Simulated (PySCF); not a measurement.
## Spin-rotation constants: SMILES CC/C(=C/[SiH2]C)[SiH2]C(=O)O, C6H14O2Si2

Cartesian coordinates in Å; atom numbers follow the order of the lines, from 1:
```xyz
24

C    -2.6541   -0.8152    0.1224
C    -1.6902   -1.3265   -0.9471
C    -0.3398   -0.6599   -0.8316
C     0.7156   -1.3507   -0.3921
Si    2.4916   -0.7832   -0.1051
C     2.6617   -0.0556    1.6385
Si   -0.2959    1.1687   -1.3188
C    -0.3150    2.2071    0.2980
O     0.6455    2.5598    0.9365
O    -1.5625    2.5019    0.6894
H    -2.2600   -1.0260    1.1146
H    -2.7943    0.2592    0.0294
H    -3.6221   -1.3019    0.0246
H    -1.5784   -2.4090   -0.8421
H    -2.1126   -1.1252   -1.9348
H     0.5404   -2.3977   -0.1490
H     3.3309   -1.9893   -0.2234
H     2.9191    0.1851   -1.1212
H     3.7038    0.1241    1.8865
H     2.1381    0.8933    1.7087
H     2.2527   -0.7204    2.3952
H    -1.5233    1.5359   -2.0342
H     0.8967    1.5356   -2.0804
H    -1.5596    3.0098    1.5202
```

Theory: PySCF, GIAO B3LYP/pcSseg-1 magnetisability, rotational g tensor and spin-rotation constants, non-relativistic, gas phase. Geometry: GFN2-xTB.

Question: Give the nuclear spin-rotation constants along the inertial axes (H = +C I·J) beside the isotropic shieldings.

Answer: Rotational constants 1.0128, 0.7581, 0.5378 GHz. A star marks the isotopologue with that one atom substituted, in its own axes.
```tsv
atom	isotope	Caa (kHz)	Cbb (kHz)	Ccc (kHz)	mean (kHz)	σ (ppm)
H11	1H	-0.084	-0.083	-0.008	-0.058	31.0
H12	1H	-0.069	-0.018	-0.052	-0.046	30.0
H13	1H	-0.054	-0.031	-0.056	-0.047	30.6
H14	1H	-0.080	-0.001	-0.054	-0.045	29.6
H15	1H	-0.069	-0.068	-0.009	-0.049	29.2
H16	1H	-0.081	0.031	-0.030	-0.027	24.7
H17	1H	0.011	-0.040	-0.050	-0.026	27.5
H18	1H	-0.082	-0.052	0.009	-0.042	27.3
H19	1H	-0.027	-0.060	-0.062	-0.050	31.8
H20	1H	-0.037	-0.040	-0.058	-0.045	30.6
H21	1H	-0.122	-0.076	-0.001	-0.066	31.9
H22	1H	0.024	-0.064	-0.042	-0.027	27.3
H23	1H	-0.049	-0.064	-0.002	-0.038	27.1
H24	1H	-0.101	-0.006	-0.027	-0.045	25.2
C1	13C*	0.142	0.122	0.080	0.115	163.1
C2	13C*	0.191	0.137	0.117	0.148	133.2
C3	13C*	0.426	0.349	0.136	0.304	14.5
C4	13C*	0.387	0.331	0.137	0.285	27.8
Si5	29Si*	-0.596	-0.434	-0.315	-0.448	390.9
C6	13C*	0.108	0.087	0.065	0.087	187.4
Si7	29Si*	-0.563	-0.433	-0.316	-0.437	401.1
C8	13C*	0.493	0.268	0.201	0.321	-5.6
O9	17O*	-0.651	-0.331	-0.170	-0.384	-170.8
O10	17O*	-0.187	-0.254	-0.128	-0.190	87.6
```
For the geometry as given, no vibrational averaging.
